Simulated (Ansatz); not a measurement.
Start from `[CH3][GaH][CH3]` and change one atom or group to get `[CH3][Ga]([CH3])[O][SiH3]`.

Ansatz, PBE0-D4/def2-TZVP geometries, multiplicity 1. Each molecule was computed in one conformer, which needn't be the lowest.

Scalar relativity is left out up to krypton.

| property | `[CH3][GaH][CH3]` |
| --- | --- |
| HOMO–LUMO gap (B3LYP/def2-TZVPP) / eV | 6.18 |
| size of the dipole moment (ωB97M-V/def2-TZVPP) / D | 0.58 |
| HOMO energy (ωB97M-V/def2-TZVPP) / eV | -9.87 |
| HOMO energy (PBE0/def2-TZVPP) / eV | -7.66 |
| LUMO energy (PBE/def2-TZVPP) / eV | -1.77 |
| HOMO–LUMO gap (PBE/def2-TZVPP) / eV | 4.68 |

(1) What does the change do to each property? (Best estimate.)

Results:

(1) Computed: 
| property | `[CH3][Ga]([CH3])[O][SiH3]` | shift |
| --- | --- | --- |
| HOMO–LUMO gap (B3LYP/def2-TZVPP) / eV | 6.68 | 0.50 |
| size of the dipole moment (ωB97M-V/def2-TZVPP) / D | 2.37 | 1.79 |
| HOMO energy (ωB97M-V/def2-TZVPP) / eV | -9.98 | -0.11 |
| HOMO energy (PBE0/def2-TZVPP) / eV | -7.75 | -0.09 |
| LUMO energy (PBE/def2-TZVPP) / eV | -1.37 | 0.40 |
| HOMO–LUMO gap (PBE/def2-TZVPP) / eV | 5.07 | 0.39 |

With PBE0 the HOMO falls by 0.09 eV and the LUMO rises by 0.40 eV, so the gap widens by about 0.49 eV. PBE moves the HOMO by 0.00 eV and ωB97M-V by -0.11 eV. Dipoles are sizes alone; their direction can turn.

B3LYP here is the variant with VWN-RPA as its local correlation; programs differ in this.
